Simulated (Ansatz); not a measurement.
C₂H₆AlFOSi (`C=C([SiH3])[O][AlH][F]`), relaxed with RKS PBE0-D4/def2-TZVP in Ansatz 0.2.0 from a PBE-D4/def2-SVP geometry. The force threshold is 0.005 eV/Å; the program also tests the step.

Charge 0, multiplicity 1.

Start:

```xyz
12

C     1.830   -0.322    0.918
C     0.635   -0.112    0.321
Si    0.207    1.512   -0.565
O    -0.326   -1.081    0.335
Al   -1.911   -1.478   -0.177
F    -2.446   -2.989    0.292
H     2.048   -1.276    1.425
H     2.603    0.458    0.907
H    -1.022    2.116    0.066
H    -0.130    1.224   -2.006
H     1.354    2.478   -0.488
H    -2.842   -0.531   -1.028
```

**Question.** How much energy does the relaxation release, and in how many steps? (Best estimate.)

**Answer.** Computed: 6.66 kJ/mol, in 6 steps, 1 of them rejected.

**Question.** Which bonds change most? (Best estimate.)

**Answer.** Computed: O4–Al5 from 1.713 to 1.680 Å; Al5–F6 from 1.670 to 1.641 Å; C2–Si3 from 1.899 to 1.878 Å; C1–C2 from 1.352 to 1.332 Å.

**Question.** Give the relaxed structure. (Best estimate.)

**Answer.** The calculation gave: 
```xyz
12

C     1.796   -0.312    0.901
C     0.618   -0.110    0.313
Si    0.208    1.500   -0.561
O    -0.332   -1.079    0.333
Al   -1.885   -1.482   -0.163
F    -2.423   -2.966    0.282
H     2.024   -1.247    1.404
H     2.553    0.461    0.885
H    -0.998    2.112    0.062
H    -0.117    1.226   -1.987
H     1.360    2.430   -0.467
H    -2.804   -0.534   -1.002
```
